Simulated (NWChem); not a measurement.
Species: CH₃BrCd; SMILES [Cd]([Br])[CH3]

```xyz
6

Cd    -0.3860    -0.5057    -0.0002
Br     0.4415     1.7784     0.0005
C     -1.1036    -2.4818    -0.0008
H     -1.5444    -2.7195    -0.9793
H     -1.8711    -2.6010     0.7770
H     -0.2789    -3.1804     0.1996
```
Atoms are numbered in this order, from 1.

Level: PBE0/def2-SVP with def2 effective core potentials on Cd (NWChem), optimised geometry, unscaled harmonic frequencies. This build's default masses of Se (78.918 u) and Br (79.917 u) are each other's, which moves their modes by up to 0.6 %. def2 effective core potentials on Cd; no spin-orbit coupling.

Problem. List the harmonic frequencies with IR intensities, and the thermochemistry.

Solution. 
| frequency (cm⁻¹) | IR intensity (km/mol) |
|---|---|
| 98 | 2.4 |
| 98 | 2.4 |
| 252 | 17.9 |
| 522 | 17.1 |
| 713 | 40.0 |
| 713 | 40.0 |
| 1178 | 4.9 |
| 1428 | 1.4 |
| 1429 | 1.4 |
| 3072 | 7.4 |
| 3190 | 1.1 |
| 3191 | 1.1 |

```json
{
 "zero_point_energy": "22.7 kcal/mol",
 "thermal correction to the enthalpy at 298.15 K (with zero-point energy)": "26.6 kcal/mol",
 "heat capacity Cv": "14.8 cal/(mol K)",
 "entropy at 298.15 K and 1 atm (symmetry number 3)": "74.4 cal/(mol K)"
}
```

Rigid rotor and harmonic oscillator; modes under 100 cm⁻¹ make the entropy uncertain.
